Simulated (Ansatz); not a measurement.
Reaction (cleavage of the Si–B bond): `C[SiH2]B1N[SiH2]1` + `CN[SiH3]` → `C[SiH2]N(C)[SiH3]` + `B1N[SiH2]1`

Program: Ansatz. Geometries: PBE0-D4/def2-TZVP. ΔE: electronic, gas phase. CCSD(T)/CBS is the MP2 limit (def2-TZVPP, def2-QZVPP) plus CCSD(T) − MP2 in def2-TZVPP, frozen cores. Functionals use def2-TZVPP. B3LYP here is the variant with VWN-RPA as its local correlation; programs differ in this. One conformer a species, not always the lowest.

```tsv
level	ΔE (kcal/mol)	difference from CCSD(T)/CBS
PBE-D4	-11.2	3.9
PBE0-D4	-12.5	2.6
ωB97X-V	-14.7	0.4
ωB97M-V	-15.8	-0.7
B2PLYP	-14.4	0.7
PBE	-10.0	5.1
r2SCAN	-13.4	1.7
PBE0	-11.4	3.7
B3LYP	-12.7	2.4
HF/def2-TZVPP	-15.9	-0.8
MP2/def2-TZVPP	-16.5	-1.4
CCSD/def2-TZVPP	-15.0	0.1
CCSD(T)/def2-TZVPP	-14.8	0.3
MP2/def2-QZVPP	-16.7	-1.6
HF/CBS(def2)	-16.3	-1.2
CCSD/CBS(def2)	-15.3	-0.2
CCSD(T)/CBS	-15.1	0
```

Largest T1 diagnostic among the species: 0.014.

From PBE to PBE0 (25 % exact exchange), in def2-TZVPP and without D4, ΔE moves by −1.4 kcal/mol. The D4 term adds −2.0 kcal/mol with B3LYP and −1.1 kcal/mol with PBE0; it sums over pairs of atoms, weighted by their polarisabilities, and B3LYP, whose exchange is more repulsive, gets the larger term.
